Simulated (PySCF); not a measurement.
**Electron correlation in F⁻ (fluorine, charge -1)**

[Ne], closed-shell 1S. Computed with PySCF 2.14 in aug-cc-pwCVDZ, with the non-relativistic Hamiltonian (point nucleus). Frozen: 1s2; 8 electrons correlated.

```json
{"level": "CCSD", "correlation energy (mhartree)": "-242.07"}
{"level": "(T)", "correlation energy (mhartree)": "-6.52"}
{"level": "CCSD(T)", "correlation energy (mhartree)": "-248.59"}
{"level": "CCSDT", "correlation energy (mhartree)": "-248.82"}
```

Diagnostics: T1 = 0.023, D1 = 0.0367, largest double amplitude 0.037.

Cost of the coupled-cluster step: about 0.17 core-seconds, for 8 correlated electrons.

Iterations:

```
CC2 = 0
CCSD nocc = 4, nmo = 26
frozen orbitals [0]
max_cycle = 100
direct = 0
conv_tol = 1e-08
conv_tol_normt = 1e-06
diis_space = 8
diis_start_cycle = 0
Init t2, MP2 energy = -99.6750486865707  E_corr(MP2) -0.246681232335291
Init E_corr(CCSD) = -0.246681232350549
cycle = 1  E_corr(CCSD) = -0.233654741907565  dE = 0.0130264904  norm(t1,t2) = 0.0658944
cycle = 2  E_corr(CCSD) = -0.242980812694631  dE = -0.00932607079  norm(t1,t2) = 0.026354
cycle = 3  E_corr(CCSD) = -0.241439283874  dE = 0.00154152882  norm(t1,t2) = 0.0178994
cycle = 4  E_corr(CCSD) = -0.242069455390389  dE = -0.000630171516  norm(t1,t2) = 0.00423863
cycle = 5  E_corr(CCSD) = -0.242092227157135  dE = -2.27717667e-05  norm(t1,t2) = 0.000231995
cycle = 6  E_corr(CCSD) = -0.242069734087018  dE = 2.24930701e-05  norm(t1,t2) = 6.81646e-05
cycle = 7  E_corr(CCSD) = -0.242065411063961  dE = 4.32302306e-06  norm(t1,t2) = 1.905e-05
cycle = 8  E_corr(CCSD) = -0.242066507201839  dE = -1.09613788e-06  norm(t1,t2) = 3.08677e-06
cycle = 9  E_corr(CCSD) = -0.2420664833727  dE = 2.38291389e-08  norm(t1,t2) = 5.74739e-07
cycle = 10  E_corr(CCSD) = -0.242066446887819  dE = 3.6484881e-08  norm(t1,t2) = 1.81716e-07
cycle = 11  E_corr(CCSD) = -0.242066451911557  dE = -5.02373826e-09  norm(t1,t2) = 1.40469e-08
CCSD converged
E(CCSD) = -99.67043390614697  E_corr = -0.242066451911557
CCSD(T) correction = -0.00652259736714366
```
